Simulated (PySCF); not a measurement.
## Computed properties of C₃H₈Si, SMILES C=CC[SiH3]

Si(All)(H)3 (C3H8Si), SMILES C=CC[SiH3]. Geometry: B3LYP-D3(BJ)/def2-SVP. One conformer was computed; it need not be the lowest. All values are computed for the isolated molecule unless a solvent is named; none is compared with measurement here.

**Structure.** All 30 harmonic modes at B3LYP-D3(BJ)/def2-SVP (PySCF) are real, so it is a minimum. With heavy atoms numbered as in [SiH3:1][CH2:2][CH:3]=[CH2:4], the shortest bond between them is C3–C4 at 1.337 Å and the longest Si1–C2 at 1.902 Å.

**Vibrations.** The strongest infrared lines (harmonic, unscaled, degenerate partners summed) lie at 931 cm⁻¹ (252 km/mol, H 84 %, Si 9 %), 2212 cm⁻¹ (130 km/mol, H 97 %), 2218 cm⁻¹ (106 km/mol, H 97 %). The softest mode is at 83 cm⁻¹ and the zero-point energy is 59.3 kcal/mol.

**Electronic structure.** M06-2X/def2-TZVP (PySCF) places the frontier levels at -8.31 and 0.97 eV, a gap of 9.28 eV, and gives a dipole moment of 0.48 D and a mean polarisability of 64.6 bohr³. PBE/def2-TZVP (PySCF) at the same geometry gives -6.09 and -0.93 eV, so its gap is 4.12 eV narrower. An orbital gap is neither the optical nor the fundamental gap.

**Excitations.** TDA-ωB97X/def2-SVPD (PySCF) has S1 at 7.28 eV (170 nm, f = 0.208, bright); the most intense of the 10 singlets computed lies at 7.34 eV (f = 0.37). T1 (TDA) is at 4.31 eV, 2.97 eV under S1. TDA-PBE/def2-SVPD (PySCF) puts S1 at 5.97 eV. No vertical singlet excitation falls in the visible range (under 3.1 eV).

**NMR.** GIAO shifts at PBE0/pcSseg-1 (PySCF) (non-relativistic, atoms alike by connectivity averaged): ¹³C from 20.6 to 146.0 ppm against TMS; ¹H from 2.0 to 6.3 ppm against TMS; ²⁹Si at -63.0 ppm against TMS.

**Solvation.** SMD-B3LYP/6-31G* (PySCF) gives 1.9 kcal/mol in water, -1.5 kcal/mol in cyclohexanone, -1.8 kcal/mol in tetrahydrofuran (1 M in both phases, gas-phase geometry).
